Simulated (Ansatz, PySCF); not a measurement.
methyl(silylsulfanyl)silane (CH8SSi2), SMILES C[SiH2]S[SiH3].

Coordinates come from a B3LYP-D3(BJ)/def2-SVP optimisation. Other conformers were not sampled.

Vertical ionisation energy (IE) and electron affinity (EA) in eV. Rows of orbital energies are one-electron estimates. Where ΔSCF, EOM or ADC give a negative EA the extra electron is unbound and the value depends on the basis.

```csv
level,IE,EA
"−ε(HOMO), −ε(LUMO), M06-2X/def2-TZVP (PySCF)",8.44,-0.77
"−ε(HOMO), −ε(LUMO), PBE/def2-TZVP (PySCF)",6.16,0.87
"ΔSCF, CAM-B3LYP/def2-SVPD (Ansatz), final states of multiplicity 2 and 2",9.36,-1.33
"ΔSCF, PBE/def2-SVPD (Ansatz), final states of multiplicity 2 and 2",9.07,-0.94
```

Q: What vertical singlet–triplet gap does ΔSCF give with CAM-B3LYP/def2-SVPD (Ansatz, a quantum-chemistry and plane-wave program) and with PBE/def2-SVPD (Ansatz)? (An estimate is asked for; the answer gives what the named calculation found.)

A: 5.76 and 5.21 eV (triplet above singlet where positive).
